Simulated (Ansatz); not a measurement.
A short molecular-dynamics run on `BN([SiH3])CC=C`.

```yaml
crystal:
  periodic: [false, false, false]
  atoms:
    - {symbol: B, position_ang: [0.041444, -1.364397, -1.868308]}
    - {symbol: N, position_ang: [0.163689, -0.344689, -0.922607]}
    - {symbol: Si, position_ang: [-0.416787, 1.282548, -1.243433]}
    - {symbol: C, position_ang: [0.742947, -0.589745, 0.401310]}
    - {symbol: C, position_ang: [-0.249047, -0.374043, 1.498696]}
    - {symbol: C, position_ang: [-0.096125, 0.503729, 2.479243]}
    - {symbol: H, position_ang: [-0.448096, -1.119592, -2.933417]}
    - {symbol: H, position_ang: [0.428039, -2.467269, -1.596755]}
    - {symbol: H, position_ang: [0.562521, 2.243813, -0.669608]}
    - {symbol: H, position_ang: [-1.739360, 1.533175, -0.615785]}
    - {symbol: H, position_ang: [-0.519705, 1.457530, -2.709607]}
    - {symbol: H, position_ang: [1.103966, -1.622229, 0.418603]}
    - {symbol: H, position_ang: [1.606264, 0.066484, 0.558874]}
    - {symbol: H, position_ang: [-1.148128, -0.984987, 1.449933]}
    - {symbol: H, position_ang: [-0.841292, 0.624528, 3.256735]}
    - {symbol: H, position_ang: [0.786969, 1.132645, 2.540426]}
basis:
  gaussian: {orbitals: def2-SVP}
hamiltonian: {xc: {name: PBE}}
md: {timestep: 1 fs, n_steps: 30, ensemble: nvt_langevin, temperature: 1000, initial_velocities: maxwell_boltzmann, friction: 0.01, seed: 855}
```

```sh
$ ansatz run in.yaml --threads 4 --pin off --events-out ev --progress --plain --max-ram 11315MiB
```

| step | time (fs) | potential energy (eV) | kinetic (eV) | T (K) | conserved (eV) |
| --- | --- | --- | --- | --- | --- |
| 0 | 0.0 | -13299.7797 | 1.9389 | 938 | – |
| 1 | 1.0 | -13299.6809 | 2.0443 | 988 | – |
| 2 | 2.0 | -13299.2076 | 1.6136 | 780 | – |
| 3 | 3.0 | -13298.6909 | 1.0975 | 531 | – |
| 4 | 4.0 | -13298.4088 | 0.7530 | 364 | – |
| 5 | 5.0 | -13298.4424 | 0.8488 | 410 | – |
| 6 | 6.0 | -13298.6686 | 1.0422 | 504 | – |
| 7 | 7.0 | -13298.8260 | 1.2332 | 596 | – |
| 8 | 8.0 | -13298.7081 | 1.1811 | 571 | – |
| 9 | 9.0 | -13298.5675 | 1.0026 | 485 | – |
| 10 | 10.0 | -13298.7714 | 1.2224 | 591 | – |
| 11 | 11.0 | -13299.0364 | 1.6443 | 795 | – |
| 12 | 12.0 | -13299.0057 | 1.6044 | 776 | – |
| 13 | 13.0 | -13298.7621 | 1.3685 | 662 | – |
| 14 | 14.0 | -13298.5598 | 1.1652 | 563 | – |
| 15 | 15.0 | -13298.5470 | 1.1273 | 545 | – |
| 16 | 16.0 | -13298.7055 | 1.2695 | 614 | – |
| 17 | 17.0 | -13298.8674 | 1.4186 | 686 | – |
| 18 | 18.0 | -13298.7488 | 1.3381 | 647 | – |
| 19 | 19.0 | -13298.2805 | 0.8611 | 416 | – |
| 20 | 20.0 | -13298.0604 | 0.7427 | 359 | – |
| 21 | 21.0 | -13298.4686 | 1.1522 | 557 | – |
| 22 | 22.0 | -13298.8850 | 1.6210 | 784 | – |
| 23 | 23.0 | -13298.7875 | 1.7093 | 826 | – |
| 24 | 24.0 | -13298.3015 | 1.3333 | 645 | – |
| 25 | 25.0 | -13297.9787 | 1.0987 | 531 | – |
| 26 | 26.0 | -13298.1176 | 1.2074 | 584 | – |
| 27 | 27.0 | -13298.5060 | 1.5026 | 727 | – |
| 28 | 28.0 | -13298.8622 | 1.9227 | 930 | – |
| 29 | 29.0 | -13298.8832 | 1.9673 | 951 | – |
| 30 | 30.0 | -13298.3546 | 1.4118 | 683 | – |

Velocities are drawn at the set temperature; a run this short doesn't reach equilibrium.

Frames (Å, forces in eV/Å):

```xyz
16
time=0.0 fs
B     0.041   -1.364   -1.868   -0.038   -0.100   -0.135
N     0.164   -0.345   -0.923    0.230   -0.315    0.156
Si   -0.417    1.283   -1.243   -0.191    0.468   -0.155
C     0.743   -0.590    0.401   -0.273    0.063   -0.013
C    -0.249   -0.374    1.499    0.157   -0.372   -0.493
C    -0.096    0.504    2.479    0.023    0.365    0.450
H    -0.448   -1.120   -2.933   -0.188    0.080   -0.427
H     0.428   -2.467   -1.597    0.150   -0.430    0.103
H     0.563    2.244   -0.670    0.211    0.226    0.122
H    -1.739    1.533   -0.616   -0.301    0.072    0.142
H    -0.520    1.458   -2.710   -0.026    0.061   -0.316
H     1.104   -1.622    0.419    0.195   -0.526    0.001
H     1.606    0.066    0.559    0.467    0.317    0.090
H    -1.148   -0.985    1.450   -0.491   -0.352   -0.036
H    -0.841    0.625    3.257   -0.423    0.081    0.457
H     0.787    1.133    2.540    0.497    0.363    0.054
16
time=3.0 fs
B     0.011   -1.351   -1.878    0.402   -3.322   -2.004
N     0.165   -0.375   -0.939    0.340    1.703    1.109
Si   -0.415    1.270   -1.216   -0.245    2.073   -0.556
C     0.727   -0.551    0.411    3.316   -1.867   -1.625
C    -0.224   -0.337    1.460   -3.985   -2.705    0.227
C    -0.095    0.480    2.469    0.011    3.168    3.481
H    -0.411   -1.196   -3.055    0.080    0.335    0.931
H     0.399   -2.600   -1.671   -0.432    1.631    0.109
H     0.671    2.393   -0.670   -1.228   -1.334   -0.451
H    -1.826    1.473   -0.568    0.925   -0.008   -0.253
H    -0.576    1.470   -2.745    0.106   -0.086    0.794
H     1.194   -1.620    0.332   -0.864    1.069    0.687
H     1.682    0.074    0.624   -1.144   -0.248   -0.570
H    -1.246   -0.940    1.449    1.877    0.694   -0.281
H    -0.912    0.604    3.372    2.023   -0.243   -2.232
H     0.822    1.189    2.425   -1.180   -0.860    0.634
16
time=6.0 fs
B    -0.018   -1.358   -1.908    0.773   -3.457   -1.387
N     0.167   -0.397   -0.952    0.322    2.349    0.903
Si   -0.421    1.262   -1.189   -0.388    2.022   -0.907
C     0.734   -0.531    0.410    2.656   -1.486   -2.277
C    -0.226   -0.315    1.426   -3.925   -1.833    1.930
C    -0.093    0.479    2.479    1.177    1.974    0.521
H    -0.369   -1.238   -3.087   -0.225    0.634    0.560
H     0.326   -2.622   -1.722   -0.330    1.591    0.278
H     0.667    2.445   -0.707   -1.317   -1.559   -0.330
H    -1.851    1.430   -0.544    1.104    0.040   -0.243
H    -0.615    1.447   -2.720    0.119   -0.046    0.810
H     1.218   -1.535    0.301   -0.482   -0.312    0.924
H     1.667    0.072    0.651   -0.631    0.321   -0.715
H    -1.229   -0.887    1.420    1.302    0.223   -0.394
H    -0.827    0.583    3.325    0.562    0.018   -0.693
H     0.806    1.171    2.357   -0.718   -0.479    1.020
16
time=9.0 fs
B    -0.041   -1.386   -1.944    0.916   -0.381    1.071
N     0.172   -0.402   -0.955    0.128    1.582   -0.524
Si   -0.435    1.259   -1.166   -0.225    0.854   -0.935
C     0.761   -0.526    0.390   -1.131    0.218   -1.369
C    -0.252   -0.298    1.407    0.974    0.444    2.001
C    -0.080    0.484    2.489    0.761   -1.817   -4.026
H    -0.366   -1.247   -3.058   -0.705    0.884   -0.937
H     0.238   -2.527   -1.738    0.283   -0.656    0.594
H     0.553    2.408   -0.780   -0.536   -0.826    0.175
H    -1.817    1.376   -0.561    0.286    0.205    0.205
H    -0.632    1.407   -2.634   -0.060    0.105   -0.268
H     1.199   -1.470    0.309    0.768   -2.738    0.820
H     1.596    0.100    0.634    1.137    1.320   -0.447
H    -1.116   -0.859    1.350   -2.460   -1.773   -0.311
H    -0.720    0.573    3.248   -3.095    0.438    3.437
H     0.735    1.090    2.398    2.960    2.140    0.512
16
time=12.0 fs
B    -0.057   -1.413   -1.980    0.485    2.451    1.531
N     0.174   -0.401   -0.961    0.127    0.196   -1.406
Si   -0.455    1.259   -1.146   -0.912   -1.614   -1.553
C     0.775   -0.527    0.361    0.253   -0.897   -0.027
C    -0.271   -0.271    1.400   -0.535   -2.178    0.116
C    -0.066    0.479    2.479   -1.200    1.171    1.542
H    -0.406   -1.185   -3.083   -0.504    0.616   -0.655
H     0.147   -2.497   -1.724    0.612   -2.284    0.730
H     0.413    2.322   -0.862    1.433    1.430    1.000
H    -1.774    1.349   -0.554   -0.795    0.289    0.681
H    -0.644    1.358   -2.581   -0.276    0.185   -1.066
H     1.235   -1.560    0.408   -0.321    0.458    0.399
H     1.594    0.209    0.581    0.047   -0.178   -0.589
H    -1.165   -0.955    1.276    0.407    0.683    0.286
H    -0.843    0.591    3.340    1.210   -0.160   -1.343
H     0.822    1.142    2.490   -0.031   -0.169    0.353
16
time=15.0 fs
B    -0.076   -1.425   -2.009    0.175    0.771    0.951
N     0.174   -0.402   -0.978    0.102   -0.892   -1.618
Si   -0.477    1.253   -1.127   -0.843   -0.945   -2.378
C     0.784   -0.537    0.331    0.716   -0.393    1.297
C    -0.294   -0.251    1.396   -0.596   -3.043   -0.714
C    -0.062    0.486    2.484   -0.672    2.152    2.355
H    -0.482   -1.077   -3.164    0.261   -0.290    1.136
H     0.086   -2.624   -1.673    0.104    0.689   -0.297
H     0.405    2.354   -0.874    0.972    0.843    0.807
H    -1.794    1.348   -0.490   -0.452    0.221    0.475
H    -0.679    1.332   -2.623   -0.203    0.161    0.097
H     1.260   -1.598    0.547   -0.748    1.590   -0.574
H     1.613    0.278    0.461   -0.757   -1.224   -0.174
H    -1.235   -1.030    1.238    1.897    2.137    0.644
H    -0.919    0.586    3.341    2.068   -0.149   -1.815
H     0.908    1.197    2.594   -2.024   -1.630   -0.194
16
time=18.0 fs
B    -0.096   -1.427   -2.029   -0.166    0.291    0.834
N     0.175   -0.408   -1.004    0.002   -1.331   -1.235
Si   -0.502    1.249   -1.115   -0.181    0.617   -1.939
C     0.794   -0.553    0.315   -1.929    0.796    1.055
C    -0.320   -0.248    1.383    3.253    0.567    1.023
C    -0.057    0.502    2.509   -0.291   -0.944   -2.470
H    -0.540   -0.971   -3.180    0.548   -0.886    1.529
H     0.022   -2.703   -1.656    0.044    1.826   -0.773
H     0.487    2.439   -0.842   -0.565   -0.907    0.295
H    -1.851    1.350   -0.406    0.519    0.142   -0.074
H    -0.723    1.307   -2.644   -0.151    0.247    0.677
H     1.225   -1.509    0.642    0.159   -0.612   -0.702
H     1.561    0.227    0.354    0.639    0.152    0.436
H    -1.163   -0.915    1.258   -0.905   -0.057    0.140
H    -0.847    0.582    3.204   -1.194    0.195    1.454
H     0.833    1.118    2.693    0.217   -0.097   -0.250
16
time=21.0 fs
B    -0.123   -1.426   -2.040    0.039    0.638    0.961
N     0.176   -0.426   -1.036    0.006   -0.650    0.026
Si   -0.529    1.246   -1.110    0.292    0.784   -0.784
C     0.789   -0.562    0.309   -3.340    0.460    0.615
C    -0.322   -0.232    1.377    5.405    2.499    1.643
C    -0.050    0.513    2.519   -2.065   -2.555   -3.562
H    -0.532   -0.926   -3.111    0.108   -0.716    0.487
H    -0.029   -2.646   -1.712    0.144    0.890   -0.506
H     0.523    2.462   -0.789   -1.063   -1.389    0.041
H    -1.886    1.367   -0.351    0.904    0.032   -0.333
H    -0.765    1.315   -2.588   -0.245    0.318   -0.014
H     1.186   -1.485    0.697    0.454   -1.447   -0.675
H     1.551    0.169    0.328    1.573    1.223    0.482
H    -1.158   -0.818    1.294   -2.920   -1.515   -0.265
H    -0.857    0.594    3.176   -1.658    0.188    1.733
H     0.798    1.049    2.779    2.366    1.240    0.148
16
time=24.0 fs
B    -0.144   -1.416   -2.045    0.367    3.013    1.104
N     0.181   -0.445   -1.075    0.017    0.936    1.808
Si   -0.553    1.244   -1.110    0.868    0.094   -0.240
C     0.761   -0.570    0.309    0.239    0.133    0.490
C    -0.286   -0.204    1.376   -1.222   -1.438    0.602
C    -0.047    0.504    2.510   -1.594    0.857    2.021
H    -0.510   -0.950   -3.025   -0.798    0.386   -1.726
H    -0.066   -2.487   -1.814    0.505   -3.509    0.604
H     0.462    2.394   -0.755   -0.589   -0.892    0.079
H    -1.851    1.398   -0.359    0.239   -0.076    0.077
H    -0.832    1.375   -2.525   -0.329    0.295   -1.008
H     1.165   -1.582    0.680   -0.354    0.664   -1.175
H     1.641    0.187    0.352   -0.901   -0.966    0.208
H    -1.367   -0.827    1.342    2.667    1.672   -0.228
H    -0.999    0.606    3.267    2.301   -0.206   -1.522
H     0.909    1.064    2.892   -1.416   -0.961   -1.094
16
time=27.0 fs
B    -0.168   -1.389   -2.041    0.165   -0.600   -0.421
N     0.183   -0.460   -1.098   -0.156    2.791    3.022
Si   -0.574    1.242   -1.116    0.639   -1.194   -1.933
C     0.736   -0.573    0.308    1.147   -0.178   -0.421
C    -0.253   -0.182    1.373   -2.897   -1.701    0.634
C    -0.059    0.500    2.516    0.072    1.466    2.452
H    -0.528   -0.964   -3.079   -0.571    0.264   -0.852
H    -0.063   -2.554   -1.882    0.272   -0.919    0.271
H     0.356    2.285   -0.716    0.782    0.491    0.393
H    -1.798    1.440   -0.396   -1.048   -0.145    0.922
H    -0.970    1.461   -2.530    0.069    0.085   -0.361
H     1.113   -1.617    0.558   -0.305    0.528   -0.510
H     1.668    0.132    0.385   -1.167   -0.948   -0.068
H    -1.404   -0.728    1.377    3.070    1.361   -0.571
H    -0.981    0.608    3.254    1.784   -0.203   -1.276
H     0.932    1.033    2.938   -1.856   -1.100   -1.279
16
time=30.0 fs
B    -0.201   -1.366   -2.038    0.009   -3.494   -2.368
N     0.186   -0.469   -1.096   -0.658    3.680    2.466
Si   -0.589    1.243   -1.129   -0.916   -1.350   -2.673
C     0.717   -0.576    0.302   -0.981   -1.189   -0.786
C    -0.244   -0.179    1.365    1.795    1.259    2.014
C    -0.071    0.502    2.538    2.199   -1.427   -4.128
H    -0.574   -0.978   -3.188   -0.008   -0.127    1.042
H    -0.058   -2.716   -1.946   -0.092    2.105    0.210
H     0.325    2.207   -0.654    1.438    1.164    0.535
H    -1.811    1.471   -0.351   -0.532   -0.360    0.556
H    -1.109    1.571   -2.578    0.669   -0.298    0.828
H     1.042   -1.612    0.428    0.009   -0.750    0.256
H     1.601   -0.001    0.433    1.493    1.074   -0.176
H    -1.206   -0.538    1.363   -2.979   -1.483   -0.857
H    -0.820    0.577    3.199   -3.562    0.273    2.712
H     0.824    0.925    2.877    2.117    0.924    0.369
```

Hardware: 4 threads of an AMD EPYC 9R45 on a shared host. Wall time 19 s, peak host memory 0.2 GiB.
